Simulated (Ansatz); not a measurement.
A nudged elastic band was laid between two geometries of H₃NSiTe (6 atoms, charge 0, multiplicity 1).

All numbers below come from RKS BLYP/def2-SVP in Ansatz.

```yaml
movable_images: 5
climbing_image: yes
spring: 5.0 eV/Å²
optimiser: quadratic models (default)
start_path: through a guess of the saddle point
force_threshold: 0.03 eV/Å
iteration_limit: 60
end_points: relaxed
```

First end point:

```xyz
6
Properties=species:S:1:pos:R:3
Si -0.882 0.102 -0.673
N 0.098 -1.030 -0.018
Te 1.706 -0.984 1.231
H -1.976 -0.378 -1.563
H -0.823 1.592 -0.491
H 1.877 0.698 1.514
```

Last end point:

```xyz
6
Properties=species:S:1:pos:R:3
Si -0.894 0.341 -0.284
N 0.485 -0.414 0.404
Te 2.201 0.298 1.362
H -1.562 -0.545 -1.295
H -0.640 1.756 -0.689
H 0.411 -1.437 0.502
```

(1) Which bonds break or form, and what moves?

(2) What energy profile does the band end with?

(3) What is the geometry of the highest image?

Results:

(1) Bonds broken: Te3–H6. Bonds formed: N2–H6.

(2) The forces met the threshold. The highest image is number 4 of 0 to 6, 1.41 eV above the first end and 1.89 eV above the last; the last end lies 0.48 eV below the first. The profile has 2 maxima (images 1, 4) with wells between them (image 3): this band takes more than one step, which may be the mechanism or a detour left from its start path. Neighbouring images differ by up to 1.5 eV, so the band resolves the path poorly. A vibrational analysis at the climbing image gives one clearly imaginary mode, 1391i cm⁻¹: a first-order saddle point. The orbitals stay closed-shell, which can raise the energy where a bond breaks towards radicals; this wasn't checked here.

| image | path coordinate (Å) | energy (eV) | Te3–H6 (Å) | N2–H6 (Å) |
| --- | --- | --- | --- | --- |
| 0 | 0.00 | 0.00 | 1.71 | 2.92 |
| 1 | 1.05 | 0.18 | 1.70 | 2.90 |
| 2 | 2.10 | 0.15 | 1.69 | 2.79 |
| 3 | 3.16 | 0.08 | 1.68 | 2.55 |
| 4 | 4.21 | 1.41 | 1.78 | 1.50 |
| 5 | 4.90 | -0.10 | 2.36 | 1.04 |
| 6 | 5.59 | -0.48 | 2.64 | 1.03 |

(3) 
```xyz
6
Properties=species:S:1:pos:R:3:forces:R:3
Si -0.852 0.309 -0.549 0.00 0.00 0.00
N 0.276 -0.557 0.277 0.00 0.00 0.00
Te 1.805 0.072 1.729 0.00 0.00 0.00
H -1.646 -0.406 -1.591 0.00 0.00 0.00
H -1.218 1.749 -0.328 0.00 0.00 0.00
H 1.634 -1.167 0.461 0.00 0.00 0.00
```

The run took 2.5 min on 1 thread of Intel(R) Xeon(R) 6975P-C (Granite Rapids), on a shared host, peak memory 0.15 GiB.
